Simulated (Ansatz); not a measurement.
The cluster Ga₂As₃, relaxed as a quartet with UKS r2SCAN-D4/def2-SVP in Ansatz, starting from the r2SCAN-D4/def2-SVP geometry of the neutral doublet. Force threshold 0.02 eV/Å.

At r2SCAN-D4/def2-SVP a doublet of charge 0 lies 1.49 eV below the quartet, each at its own geometry. The structure comes from a short search, and lower isomers may exist.

Start:

```csv
atom,x (Å),y (Å),z (Å)
Ga1,-0.680,-0.564,1.501
Ga2,1.700,-0.317,0.836
As3,0.339,-0.853,-1.309
As4,-1.700,0.229,-0.606
As5,0.341,1.504,-0.421
```

Q: Estimate the energy that the relaxation releases and the steps that it takes.

A: 19.1 kcal/mol, in 14 steps; 2.7 min on 4 threads of Intel Xeon on a shared host. The force fell under the threshold at step 6, but the optimiser went on and released 0.025 eV more. No frequencies were taken in this run, so the end may be a saddle point.

Q: Does the start keep its bonding and symmetry?

A: By distances, no bond broke or formed. The bond that changes most is Ga2–As5, from 2.60 to 3.03 Å (atoms count from 1). Point group Cs at the start, Cs at the end, both within 0.05 Å.

Q: Predict the relaxed structure.

A: 
Cartesian coordinates in Å:
```
Ga -0.7363 -0.2147 1.8509
Ga 1.6694 -0.7381 0.8182
As 0.5628 -0.5332 -1.5745
As -1.6340 -0.0585 -0.6377
As 0.1380 1.5446 -0.4569
```
Bond lengths (bridged metal pairs left out): 3 × As–As 2.40 to 2.43 Å; 2 × As–Ga 2.64 to 2.65 Å; 1 × Ga–Ga 2.67 Å.
